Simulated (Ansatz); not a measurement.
A search over several starts for the lowest SCF solution of (CuOH)2 ring (Cu2O2H2) at the given spin, in a small basis.

```yaml
crystal:
  periodic: [false, false, false]
  atoms:
    - {symbol: Cu, position_ang: [0.879372, -0.143295, 0.695393]}
    - {symbol: O, position_ang: [-0.148784, 1.544429, 0.506024]}
    - {symbol: Cu, position_ang: [-0.880547, 0.142406, -0.693998]}
    - {symbol: O, position_ang: [0.149296, -1.544407, -0.506690]}
    - {symbol: H, position_ang: [-0.724283, 1.729467, 1.273196]}
    - {symbol: H, position_ang: [0.724955, -1.728610, -1.273924]}
basis:
  gaussian: {orbitals: def2-SVP, initial_orbitals: start.molden}
hamiltonian: {xc: pbe0, dispersion: d4}
output: {orbitals: {seedname: orbitals}}
```

The file start.molden holds the orbitals of an earlier run on this structure, at another level or in another basis.

```sh
$ ansatz run in.yaml --threads 2 --pin off --events-out ev --progress --plain --max-ram 4352MiB
```

It prints (some lines left out):

```
Functional definition: PBE0
1054 factors; integrals over basis functions are off by at most 6.3e-4 eV
mean field evaluation 1: about -93374.8239 eV, gradient 8.0e0 eV
mean field evaluation 2: about -93375.0610 eV, gradient 5.6e-1 eV
mean field evaluation 4: about -93375.2938 eV, gradient 3.0e-2 eV
mean field evaluation 8: about -93362.7926 eV, gradient 8.6e1 eV
mean field evaluation 16: about -93375.2933 eV, gradient 5.6e-1 eV
mean field -93375.29380910 eV, -3431.4787554369 hartree, gradient 7.3e-5 eV, S^2 0.000000; 1 other end points of the search recorded, 0 dependent functions left out
reference -93375.29385524 eV, -3431.4787571326 hartree; 38, 38 occupied and 62, 62 virtual orbitals, 1054 factors
Total energy: -93375.40507528 eV, -3431.4828443936 hartree
```

Run time 3.3 s (2 threads of Arm Neoverse V2 on a shared host).
